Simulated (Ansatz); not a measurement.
C$_{3}$H$_{6}$FNSi (`C[C@@H]1C=N[Si@H]1F`), relaxed with RKS PBE0-D4/def2-TZVP in Ansatz from a PBE-D4/def2-SVP geometry. The force threshold is 0.005 eV/Å; the program also tests the step.

Charge 0, multiplicity 1.

Start:

```xyz
12

C     1.047    0.018    1.194
C     0.446    0.161   -0.201
C    -0.694    1.168   -0.403
N    -1.724    0.689   -1.039
Si   -0.944   -0.932   -0.921
F    -0.688   -1.727   -2.329
H     0.275   -0.224    1.953
H     1.550    0.954    1.520
H     1.806   -0.789    1.220
H     1.237    0.350   -0.962
H    -0.658    2.218   -0.022
H    -1.654   -1.886   -0.008
```

```tsv
step	energy (eV)	largest force (eV/Å)	largest move (Å)
1	-15286.3154	1.336	0.000
2	-15286.3896	0.834	0.028
3	-15286.4107	0.085	0.035
4	-15286.4110	0.067	0.008
5	-15286.4113	0.011	0.004
6	-15286.4113	0.008	0.002
7	-15286.4113	0.006	0.004
8	-15286.4113	0.003	0.002
```

End:

```xyz
12

C     1.032    0.016    1.181
C     0.450    0.152   -0.212
C    -0.683    1.153   -0.403
N    -1.705    0.668   -1.013
Si   -0.933   -0.915   -0.913
F    -0.696   -1.682   -2.288
H     0.263   -0.226    1.919
H     1.518    0.942    1.504
H     1.783   -0.777    1.214
H     1.234    0.347   -0.952
H    -0.646    2.187   -0.035
H    -1.616   -1.864   -0.003
```

It took 40 s on 4 threads of an Arm Neoverse V1 on a shared host, with 0.65 GiB of host memory at the peak.
